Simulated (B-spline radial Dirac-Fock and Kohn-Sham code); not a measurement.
## Subshell photoionisation cross sections of Zn²⁺ against photon energy

System: Zn²⁺ in the configuration [Ar] 3d10.

Input file task.json (cfg lists n, l and occupation; rrms is the nuclear radius in fm):

```json
{"items": [{
  "Z": 30,
  "q": 2,
  "cfg": [[1, 0, 2], [2, 0, 2], [2, 1, 6], [3, 0, 2], [3, 1, 6], [3, 2, 10]],
  "A": 64,
  "rrms": 3.9283,
  "do": ["binding", "quiet", "photo", "scan"],
  "hv": [21.22, 40.81, 65.1, 165.0, 176.0, 200, 844.0, 1253.6, 1486.9, 2910.0, 2984.4, 8047.8, 17300.0, 27900.0, 51600.0, 100000]
}]}
```

Launch: `python xray_run.py task.json out`

Calculated with a radial finite-basis atomic code, using Dirac-Hartree-Slater photoionisation with all multipoles and Dirac-Fock thresholds. Values are in kb; a dash marks an energy below the computed threshold. Values for outer subshells far above threshold carry numerical ripple of a few per cent.

| hν (eV) | 1s | 3s | 3p3/2 | 3d3/2 | 3d5/2 |
| --- | --- | --- | --- | --- | --- |
| 40.81 | – | – | – | 2730 | 4210 |
| 65.1 | – | – | – | 3560 | 5410 |
| 165 | – | – | 472 | 1830 | 2730 |
| 176 | – | 265 | 500 | 1640 | 2440 |
| 200 | – | 258 | 530 | 1290 | 1920 |
| 844 | – | 40.1 | 91.4 | 30.4 | 44.5 |
| 1253.6 | – | 19.9 | 38.5 | 8.23 | 12.0 |
| 1486.9 | – | 14.5 | 25.7 | 4.60 | 6.70 |
| 2910 | – | 3.85 | 4.50 | 0.393 | 0.569 |
| 2984.4 | – | 3.66 | 4.20 | 0.357 | 0.516 |
| 8047.8 | – | 0.403 | 0.213 | 0.00641 | 0.00913 |
| 17300 | 5.27 | 0.0600 | 0.0163 | 0.000234 | 0.000326 |
| 27900 | 1.39 | 0.0167 | 0.00301 | 2.76e-05 | 3.79e-05 |
| 51600 | 0.231 | 0.00297 | 0.000317 | 1.73e-06 | 2.30e-06 |
| 100000 | 0.0315 | 0.000426 | 2.71e-05 | 9.03e-08 | 1.16e-07 |

At 100000 eV the multipoles beyond E1 give 24.8 % of 1s, 25.4 % of 3s, 37.7 % of 3p3/2, 57.2 % of 3d3/2, 57.7 % of 3d5/2.
